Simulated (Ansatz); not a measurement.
Input file for Ansatz (a first-principles code): U-r2SCANh/def2-TZVPP on HOSc (SMILES [OH][Sc]), 2S+1 = 3, a spin state set in the input, which need not be the lowest.

Ansatz 0.2 input:
```yaml
crystal:
  periodic: [false, false, false]
  atoms:
    - {symbol: Sc, position_ang: [-0.98733579, -0.85801658, -0.87939173]}
    - {symbol: O, position_ang: [0.17955357, 0.18556619, 0.14352944]}
    - {symbol: H, position_ang: [0.77461351, 0.71982199, 0.66544266]}
basis:
  gaussian:
    orbitals: def2-TZVPP
hamiltonian:
  xc: {name: r2SCANh}
magnetization: {spin_polarized: true, initial_magnetization: 2}
```

The log:

```
WARN ansatz: RAYON_NUM_THREADS=1 ignored (pool sized by the plan → 1); use --threads N
Functional definition: r2SCANh
integrals: 0.03 GiB planned
680 factors; their error is unknown
mean field: 0.43 GiB planned
mean field evaluation 1: about -22753.7271 eV, gradient 4.7e1 eV
mean field evaluation 2: about -22649.1528 eV, gradient 1.2e2 eV
mean field evaluation 4: about -22760.8520 eV, gradient 1.3e1 eV
mean field evaluation 8: about -22761.6833 eV, gradient 1.0e-1 eV
mean field evaluation 16: about -22761.7058 eV, gradient 9.3e-4 eV
mean field evaluation 32: about -22761.7058 eV, gradient 1.9e-2 eV
mean field evaluation 64: about -22761.7057 eV, gradient 4.4e-2 eV
mean field evaluation 96: about -22761.6840 eV, gradient 2.4e0 eV
mean field -22761.70585726 eV, -836.4772618160 hartree, gradient 1.7e-6 eV, S^2 2.002741; 19 other end points of the search recorded, 0 dependent functions left out
reference -22761.70588178 eV, -836.4772627171 hartree; 16, 14 occupied and 93, 95 virtual orbitals, 680 factors
Total energy: -22761.70588178 eV, -836.4772627171 hartree
```

The run converged.

Cost: about 50 core-seconds (a rough figure).
